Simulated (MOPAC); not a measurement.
A run for MOPAC: PM6 on SiC+, 2S+1 = 4, a spin state set in the input, which need not be the lowest, a point of a bond scan (R = 1.689 Å). Charge +1.

```
PM6 1SCF PRECISE CHARGE=1 UHF MS=1.5 THREADS=1
CSi

C      0.00000000 1     0.00000000 1     0.00000000 1
Si     0.00000000 1     0.00000000 1     1.68888300 1
```

Output:

```
*******************************************************************************
 **                                                                           **
 **                              MOPAC v23.2.5                                **
 **                                                                           **
 *******************************************************************************
 ** MOPAC's Digital Object Identifier: https://doi.org/10.5281/zenodo.6511958 **
 **                                                                           **
 ** Please cite the open-source release paper for use of this MOPAC version:  **
 ** J. E. Moussa and J. J. P. Stewart (2026)                                  **
 ** MOPAC: An open-source semiempirical molecular orbital program             **
 ** J. Open Source Softw., 11(119), 8025, https://doi.org/10.21105/joss.08025 **
 *******************************************************************************

                              PM6 CALCULATION RESULTS

 *******************************************************************************
 *  PM6        - The PM6 Hamiltonian to be used
 *  UHF        - UNRESTRICTED HARTREE-FOCK CALCULATION
 *
 *
 *
 *                 CHARGE ON SYSTEM = +1
 *
 *
 *
 *  MS=        - IN MECI, MAGNETIC COMPONENT OF SPIN =  1.5
 *  PRECISE    - TIGHTER CRITERIA TO BE USED
 *  1SCF       - DO 1 SCF AND THEN STOP
 *  THREADS=1  - MULTI-THREADING NOT USED
 *  T=         - A TIME OF 172800.0 SECONDS REQUESTED
 *  DUMP=N     - RESTART FILE WRITTEN EVERY 7200.0 SECONDS REQUESTED
 *******************************************************************************
PM6 1SCF PRECISE CHARGE=1 UHF MS=1.5 THREADS=1
 CSi

   ATOM   CHEMICAL          X               Y               Z
  NUMBER   SYMBOL      (ANGSTROMS)     (ANGSTROMS)     (ANGSTROMS)

     1       C          0.00000000  *   0.00000000  *   0.00000000  *
     2      Si          0.00000000  *   0.00000000  *   1.68888300  *



          CARTESIAN COORDINATES

    NO.       ATOM           X           Y           Z

     1         C          0.0000      0.0000      0.0000
     2        Si          0.0000      0.0000      1.6889

 General Reference for PM6:
 "Optimization of Parameters for Semiempirical Methods V: Modification of NDDO Approximations
 and Application to 70 Elements", J. J. P. Stewart, J. Mol. Mod., 13, 1173-1213 (2007)
 URL: https://link.springer.com/article/10.1007/s00894-007-0233-4

           Empirical Formula: C Si  =     2 atoms



      MOLECULAR POINT GROUP   :   C*v


          UHF CALCULATION, NO. OF ALPHA ELECTRONS =    5
                           NO. OF BETA  ELECTRONS =    2

 -------------------------------------------------------------------------------
 PM6 1SCF PRECISE CHARGE=1 UHF MS=1.5 THREADS=1
 CSi



     1SCF WAS SPECIFIED, SO BFGS WAS NOT USED
     SCF FIELD WAS ACHIEVED


                              PM6 CALCULATION
                                                       MOPAC v23.2.5 Linux




          FINAL HEAT OF FORMATION =        353.04065 KCAL/MOL =    1477.12209 KJ/MOL


          COSMO AREA              =         87.88 SQUARE ANGSTROMS
          COSMO VOLUME            =         75.18 CUBIC ANGSTROMS

          IONIZATION POTENTIAL    =         13.719222 EV
          ALPHA SOMO LUMO (EV)    =        -13.719 -6.307
          BETA  SOMO LUMO (EV)    =        -15.272 -7.060
          NO. OF ALPHA ELECTRONS  =          5
          NO. OF BETA  ELECTRONS  =          2
          MOLECULAR WEIGHT        =         40.0965         POINT GROUP:  C*v

          MOLECULAR DIMENSIONS (Angstroms)

            Atom       Atom       Distance
           Si     2    C     1     1.68888
           Si     2    C     1     0.00000
            C     1   Si     2     0.00000


          SCF CALCULATIONS        =          1





   ATOM   CHEMICAL          X               Y               Z
  NUMBER   SYMBOL      (ANGSTROMS)     (ANGSTROMS)     (ANGSTROMS)

     1       C          0.00000000  *   0.00000000  *   0.00000000  *
     2      Si          0.00000000  *   0.00000000  *   1.68888300  *

                             CARTESIAN COORDINATES

   1    C        0.000000000     0.000000000     0.000000000
   2   Si        0.000000000     0.000000000     1.688883000


           Empirical Formula: C Si  =     2 atoms



      MOLECULAR POINT GROUP   :   C*v


          ALPHA EIGENVALUES
 -26.10888 -17.57447 -15.34554 -15.34554 -13.71922  -6.30727  -6.30727  -5.44113
  -4.41828  -4.41828  -3.53147  -3.53147  -1.33734


           BETA EIGENVALUES
 -24.59084 -15.27207  -7.06025  -7.06025  -5.38769  -5.08304  -5.08304  -4.28082
  -4.28082  -4.25275  -2.05385  -2.05385  -0.72700


              NET ATOMIC CHARGES AND DIPOLE CONTRIBUTIONS

  ATOM NO.   TYPE          CHARGE      No. of ELECS.   s-Pop       p-Pop       d-Pop
    1          C          -0.075248        4.0752     1.53895     2.53630
    2         Si           1.075248        2.9248     1.87645     0.74069     0.30761
 DIPOLE           X         Y         Z       TOTAL
 POINT-CHG.     0.000     0.000     3.040     3.040
 HYBRID        -0.000    -0.000     0.461     0.461
 SUM           -0.000    -0.000     3.502     3.502


          ATOMIC ORBITAL ELECTRON POPULATIONS

     Atom    s        px        py        pz      x^2-y^2     xz        z^2       yz        xy
    1  C   1.53895   0.80490   0.80490   0.92650
    2 Si   1.87645   0.12684   0.12684   0.48701   0.00000   0.06826   0.17109   0.06826   0.00000


                    (SZ)    =    1.500000
                    (S**2)  =    3.751456


          ATOMIC ORBITAL SPIN POPULATIONS

    Atom   Total    s     px     py     pz   x^2-y^2  xz     z^2    yz     xy
         Atomic
    1  C  2.5105  0.105  0.805  0.805  0.796
    2 Si  0.4895  0.016  0.127  0.127  0.028  0.000  0.068  0.056  0.068  0.000

 **********************
 *                    *
 * JOB ENDED NORMALLY *
 *                    *
 **********************




 == MOPAC DONE ==
```

The run finished.

Cost: very roughly 0.020 core-seconds.
